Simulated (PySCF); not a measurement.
CH₆F₂OSi₂, SMILES [SiH2](C(O)[SiH2]F)F. Atoms are numbered in the order given.

```xyz
12

O      0.3179    -1.6772     0.0000
C     -0.2258    -0.3448     0.0000
Si     0.2022     0.5556    -1.5934
F     -0.5364    -0.1595    -2.8546
Si     0.2022     0.5556     1.5934
F     -0.5364    -0.1595     2.8546
H      1.2808    -1.6079     0.0000
H     -1.3269    -0.4572     0.0000
H     -0.2462     1.9729    -1.5444
H      1.6716     0.4597    -1.8139
H     -0.2462     1.9729     1.5444
H      1.6716     0.4597     1.8139
```

The structure is a stationary point at ωB97X-D3(BJ)/def2-SVP. The structure was generated by enumeration, and PubChem lists no compound with its InChIKey, so it may never have been made. One conformer was computed; it need not be the lowest.

All values below come from CAM-B3LYP/def2-TZVP (PySCF).

Gas-phase values at a fixed geometry.

Computed frontier levels, gap, dipole moment and polarisability:
```json
{
  "highest_occupied_level": "-9.18 eV",
  "lowest_empty_level": "0.19 eV",
  "orbital_gap": "9.37 eV",
  "dipole_moment": "0.527 e·Å",
  "quadrupole, principal values (traceless, Buckingham form, about the centre of nuclear charge)": "-10.99, 0.21, 10.78 D·Å",
  "mean_static_polarisability": "63.3 bohr³ (9.39 Å³)",
  "polarisability_principal_values": "57.9, 63.7, 68.4 bohr³"
}
```
